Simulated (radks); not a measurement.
Task: Ionisation of the hafnium ion Hf2+, [Xe] 4f14 5d2, to [Xe] 4f14 5d1 as the strength of local exchange is varied. All-electron calculation, Dirac Kohn-Sham, Slater X-alpha exchange (alpha = 2/3 is LDA exchange), no correlation, spin-unpolarised, spherical densities, finite nucleus; open shells are shared between the two j in proportion to 2j + 1; Fermi nuclear charge, rms radius 5.347 fm. Program: a radial shooting solver on a logarithmic mesh with Libxc functionals.

| alpha | E(Hf2+) (hartree) | exchange (hartree) | IE (eV) | -e of the level emptied (eV) | <r> of it (bohr) |
|---|---|---|---|---|---|
| 0.562 | -15032.5345 | -245.9842 | 19.477 | 14.403 (5d5/2) | 2.255 |
| 0.667 | -15078.5694 | -292.9191 | 20.771 | 15.531 (5d5/2) | 2.173 |
| 0.82 | -15145.9236 | -361.8555 | 22.772 | 17.297 (5d5/2) | 2.067 |
| 0.858 | -15162.7025 | -379.0769 | 23.290 | 17.758 (5d5/2) | 2.042 |
| 0.909 | -15185.2531 | -402.2523 | 23.998 | 18.392 (5d5/2) | 2.011 |
| ? | -15224.6924 | -442.8667 | 25.270 | 19.535 (5d5/2) | 1.959 |

Which alpha was used in the last row?

Result: alpha = 0.998. NIST Atomic Spectra Database: 22.55 eV (theoretical). The Delta-SCF value meets it near alpha = 0.80. Spin polarisation and multiplet splitting are left out, so open shells lie too high by an amount that depends on their filling. Sharing an open shell by 2j + 1 raises it above the true ground level by a part of the spin-orbit splitting, which enters the differences from NIST.

Beside tabulated values, note that spin-unpolarised runs miss the spin-polarisation part of the exchange energy of open shells.
